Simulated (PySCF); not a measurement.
Isomers of C8H7N, one conformer each; single-point electronic energies without zero-point terms and without any empirical dispersion term.

Computed with PySCF at PBE0/pcSseg-1, non-relativistic, each on one gas-phase PBE0-D3(BJ)/def2-SVP geometry that isn't relaxed in the solvent. The solvent is an IEF-PCM continuum (cavity from Bondi-type radii × 1.2). Specific hydrogen bonds and non-electrostatic terms are outside this model.

```
            isomer  relative energy, gas (kcal/mol)  dipole (D)
`C(c1cc(C)ccc1)#N`                              0.0        4.99
    `CC#Cc1cccnc1`                             34.3        2.68
```

Q: How do the relative energies look in chloroform (ε = 4.711)?

A: 
```csv
isomer,"relative energy, solvent (kcal/mol)",E(solvent) − E(gas) (kcal/mol),dipole in solvent (D)
`C(c1cc(C)ccc1)#N`,0.0,-5.0,6.11
`CC#Cc1cccnc1`,35.0,-4.3,3.30
```

The order is unchanged. `C(c1cc(C)ccc1)#N` gains most from the continuum, and it has the largest gas-phase dipole. The gains span 0.7 kcal/mol, the gas-phase energies 34.3 kcal/mol.
